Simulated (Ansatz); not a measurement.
A made-up structure of H2SeS2, closed shell:

```
atom    x (Å)    y (Å)    z (Å)
  S1  -1.2146  -0.3323  -0.8314
 Se2  -0.3993   1.0514   0.4740
  S3   1.3532  -0.0326   0.6669
  H4  -1.5097  -1.1481   0.2491
  H5   1.7704   0.4616  -0.5585
```

It is relaxed with PBE-D4/def2-SVP and then PBE0-D4/def2-TZVP (Ansatz 0.2.0). Atoms count as bonded within 1.22 times the sum of their covalent radii (H–H: 0.88 Å). The end point is not checked to be a true minimum.

**Question.** Does its bonding change? (A judgement: the text doesn't fix the answer.)

**Answer.** By the calculation: No: no bond forms or breaks.

Where it ends: The first stage lowers the energy by 0.96 eV in 8 steps. It ends as H₂SeS₂ ([SH][Se][SH]):
| atom | x (Å) | y (Å) | z (Å) |
| --- | --- | --- | --- |
| S1 | -1.4986 | -0.4363 | -0.7971 |
| Se2 | -0.3700 | 0.9743 | 0.4393 |
| S3 | 1.6263 | 0.1000 | 0.6455 |
| H4 | -1.9196 | -1.2454 | 0.1920 |
| H5 | 2.1619 | 0.6073 | -0.4797 |

Labels in which every atom is bracketed show which atoms are joined, not bond orders.

For scale, one of the runs: PBE0-D4/def2-TZVP relaxation, 134 basis functions, launched by `ansatz run in.yaml --threads 2 --pin off --events-out ev --progress --plain --max-ram 4352MiB`. The run took about 21 s on 2 CPU threads of an Arm Neoverse V1 (shared host).
